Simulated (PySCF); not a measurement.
## MCu anions for M along the halogens

HF with triple-zeta basis sets in PySCF, for the lowest determinant that a PBE0 search found; no spin–orbit coupling. De refers to high-spin ground-configuration atoms (the charge goes to the atom of lower measured ionisation energy or higher electron affinity, which is not always the lowest computed limit). A positive dipole points towards Cu; it is taken about the centre of mass and depends on that origin.

| M | basis | reference | charged atom | state (unpaired electrons) | Re (Å) | ωe (cm⁻¹) | De (eV) | μ (D) |
| --- | --- | --- | --- | --- | --- | --- | --- | --- |
| F | def2-TZVPPD | UHF | F− | doublet (σ ↑) | 1.927 | 411 | n/a | 0.15 |
| Cl | def2-TZVPPD | UHF | Cl− | doublet (σ ↑) | 2.351 | 229 | n/a | 0.18 |
| Br | def2-TZVPPD | UHF | Br− | doublet (σ ↑) | 2.510 | 164 | n/a | -1.78 |

The shortest bond is that of CuF⁻ (1.927 Å), the longest that of CuBr⁻ (2.510 Å).

Down a group the atoms grow and get heavier, so bonds lengthen and wavenumbers fall; this series shows no clear exception.

Spin–orbit coupling is left out. Hartree–Fock leaves out correlation, which carries a large part of most bond energies and some tenths to 1 eV of ionisation energies. With d or f electrons several states lie close, and the lowest PBE0 determinant need not be the measured ground state.
